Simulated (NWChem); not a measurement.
Species: CH₅BClN; SMILES B(Cl)NC

```xyz
9

B      0.5558    -0.1212     0.0000
Cl    -0.0721    -1.7888     0.0000
H      1.7548     0.0629     0.0000
N     -0.3375     0.9513     0.0000
C      0.0064     2.3607     0.0000
H     -1.3421     0.7515     0.0000
H     -0.3894     2.8839     0.8976
H     -0.3894     2.8839    -0.8976
H      1.1073     2.4705     0.0000
```
Atoms are numbered in this order, from 1.

All runs: NWChem. All runs use the structure optimised with PBE-D3(BJ)/def2-SVP. Vzz is the largest principal value of the second derivative of the potential at the nucleus (NWChem prints the opposite sign); η is the asymmetry. Non-relativistic.

Q: Estimate the computed values for CAM-B3LYP/def2-TZVP. Quantities: Vzz B1 (a.u.); η B1; Vzz Cl2 (a.u.); η Cl2; Vzz N4 (a.u.); η N4.

A: Vzz B1 (a.u.): 0.333
η B1: 0.74
Vzz Cl2 (a.u.): 2.188
η Cl2: 0.36
Vzz N4 (a.u.): -0.640
η N4: 0.75
